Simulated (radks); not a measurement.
Task: The mean radii <r> (bohr) of the occupied orbitals of an atom or ion are listed with their occupations. Method: non-relativistic Kohn-Sham, SCAN, spin-polarised, spherical densities, point nucleus; meta-GGA in the generalised Kohn-Sham scheme; computed with a radial shooting solver on a logarithmic mesh with Libxc functionals.

orbital  occ.      <r>
1s up       1  0.05692
1s down     1  0.05692
2s up       1   0.2583
2s down     1   0.2580
2p up       3   0.2262
2p down     3   0.2260
3s up       1   0.7846
3s down     1   0.7865
3p up       3   0.8251
3p down     3   0.8274
3d up       5    1.157
4s up       1    3.018
3d down     3    1.207

Name the element and its charge. Open shells, if any, are filled with parallel spins first.

Result: Z = 27, cobalt, charge 0: Co in [Ar] 3d8 4s1. The 1s radius gives Z: for a bare nucleus <r> = 1.5/Z, 0.05556 bohr for Z = 27, and screening makes it slightly larger (0.05692 here). The occupations add up to 27, and the charge is Z minus that.
